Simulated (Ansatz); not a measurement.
Abstraction of F: CHBr2F + C3H6F → CHBr2 + C3H6F2

Species: CHBr2F (dibromofluoromethane) `FC(Br)Br`, singlet; C3H6F `C[CH]CF`, doublet; CHBr2 `Br[CH]Br`, doublet; C3H6F2 `CC(F)CF`, singlet. A radical takes F: the energy is the difference in strength between two C–F bonds in different surroundings.

Shapes, held fixed at every level: PBE0-D4/def2-TZVP. Flexible molecules stand in one conformer, not always the lowest. Programs: Ansatz 0.2.0. The zero-point and thermal change to 298 K, harmonic and unscaled (PBE0-D4/def2-TZVP), is +3.0 kJ/mol.

| level | kind | ΔH(298 K) (kJ/mol) | less CCSD(T)/def2-TZVPP |
| --- | --- | --- | --- |
| MP2/def2-SVP | perturbation theory | -26.7 | +3.8 |
| MP2/def2-TZVPP | perturbation theory | -25.7 | +4.8 |
| PBE-D4/def2-TZVPP | GGA | -19.1 | +11.4 |
| PBE0-D4/def2-TZVPP | global hybrid | -23.4 | +7.1 |
| B2PLYP/def2-TZVPP | double hybrid | -26.4 | +4.1 |
| CCSD(T)/def2-SVP | coupled cluster or CI | -31.3 | -0.8 |
| CCSD(T)/def2-TZVPP | coupled cluster or CI | -30.5 | 0.0 |

The highest level, CCSD(T)/def2-TZVPP, gives ΔH(298 K) = -30.5 kJ/mol; the levels span -31.3 to -19.1. The column of differences is taken from that level and isn't an error. No measured value is set beside it here. Open shells run unrestricted. Relativity is left out for Br. Outer-core shells of Br are correlated, in sets that cover them unevenly.
